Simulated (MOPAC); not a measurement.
MOPAC input (PM6):

```
PM6 PRECISE GNORM=0.05 LET XYZ GEO-OK AUX(PRECISION=9) THREADS=1
CdF2

Cd    0.00000000 1    0.00000000 1    0.00000000 1
F    -0.00000000 1   -0.00000000 1   -1.93349400 1
F     0.00000000 1    0.00000000 1    1.93349400 1
```

From the output:

```
                                                       MOPAC v23.2.5 Linux

          FINAL HEAT OF FORMATION =        -73.73867 KCAL/MOL =    -308.52258 KJ/MOL

          COSMO AREA              =         80.63 SQUARE ANGSTROMS
          COSMO VOLUME            =         58.14 CUBIC ANGSTROMS

          GRADIENT NORM           =          0.01624          =       0.00938 PER ATOM
          IONIZATION POTENTIAL    =         12.199613 EV
          HOMO LUMO ENERGIES (EV) =        -12.200 -2.061
          NO. OF FILLED LEVELS    =          8
          MOLECULAR WEIGHT        =        150.4068         POINT GROUP:  D*h

          MOLECULAR DIMENSIONS (Angstroms)

            Atom       Atom       Distance
            F     3    F     2     3.96200
            F     3    F     2     0.00000
            F     3   Cd     1     0.00000

          SCF CALCULATIONS        =          5

   ATOM   CHEMICAL          X               Y               Z
  NUMBER   SYMBOL      (ANGSTROMS)     (ANGSTROMS)     (ANGSTROMS)

     1      Cd          0.00000000  *   0.00000000  *   0.00000000  *
     2       F         -0.00000000  *  -0.00000000  *  -1.98099915  *
     3       F          0.00000000  *   0.00000000  *   1.98099915  *

                             CARTESIAN COORDINATES

   1   Cd        0.000000000     0.000000000     0.000000000
   2    F       -0.000000000    -0.000000000    -1.980999153
   3    F        0.000000000     0.000000000     1.980999152

           Empirical Formula: Cd F2  =     3 atoms

      MOLECULAR POINT GROUP   :   D*h

                  EIGENVALUES
 -36.04709 -35.90788 -13.12462 -13.12462 -12.94375 -12.94375 -12.69275 -12.19961
  -2.06140   1.87588   1.87588   5.61245

              NET ATOMIC CHARGES AND DIPOLE CONTRIBUTIONS

  ATOM NO.   TYPE          CHARGE      No. of ELECS.   s-Pop       p-Pop
    1         Cd           1.264485        0.7355     0.40255     0.33296
    2          F          -0.632242        7.6322     1.95779     5.67446
    3          F          -0.632242        7.6322     1.95779     5.67446
 DIPOLE           X         Y         Z       TOTAL
 POINT-CHG.     0.000     0.000     0.000     0.000
 HYBRID         0.000     0.000     0.000     0.000
 SUM            0.000     0.000     0.000     0.000

          ATOMIC ORBITAL ELECTRON POPULATIONS

     Atom    s        px        py        pz
    1 Cd   0.40255   0.03137   0.03137   0.27022
    2  F   1.95779   1.98431   1.98431   1.70583
    3  F   1.95779   1.98431   1.98431   1.70583

 **********************
 *                    *
 * JOB ENDED NORMALLY *
 *                    *
 **********************

 == MOPAC DONE ==
```

The geometry given is a B3LYP-D3(BJ)/def2-TZVP minimum.
